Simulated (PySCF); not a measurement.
**From computed data to an observable: chemical shift, span and skew from a shielding tensor**

C4H4ClF, SMILES C(Cl)(=C=CF)C. Atoms are numbered in the order given.

```xyz
10

C     -1.7912    -0.8882     0.6901
C     -0.6636    -0.0314     0.1974
Cl    -1.1970     1.4413    -0.6268
C      0.6170    -0.2757     0.3218
C      1.8933    -0.5083     0.4959
F      2.6446    -1.2020    -0.3743
H     -1.4043    -1.7850     1.1929
H     -2.4209    -0.3190     1.3926
H     -2.4307    -1.1929    -0.1537
H      2.4705    -0.1646     1.3618
```

Coordinates come from a B3LYP-D3(BJ)/def2-SVP optimisation. The structure was generated by enumeration, and PubChem lists no compound with its InChIKey, so it may never have been made.

GIAO shieldings from B3LYP/pcSseg-1 (PySCF), non-relativistic, no solvent. The symmetric part of the tensor of C1 has the principal values 130.5, 140.3, 178.2 ppm. The same nucleus in TMS has σ = 181.3 ppm at this level (PySCF, at its B3LYP-D3(BJ)/def2-TZVP geometry). Without spin–orbit terms, shifts of atoms bonded to Cl or Br come out too high.

**Question.** Work out the isotropic shielding, the ¹³C shift against TMS, the span and the skew.

**Answer.** 
σ(iso) = (σ11 + σ22 + σ33)/3 = 149.7 ppm. δ = σ(ref) − σ(iso) = 181.3 − (149.7) = 31.6 ppm.
Span Ω = σ33 − σ11 = 47.7 ppm. Skew κ = 3(σ(iso) − σ22)/Ω = 0.59. Tumbling in solution averages the tensor to δ; in a static solid the shielding alone would spread this spin-1/2 line over Ω.
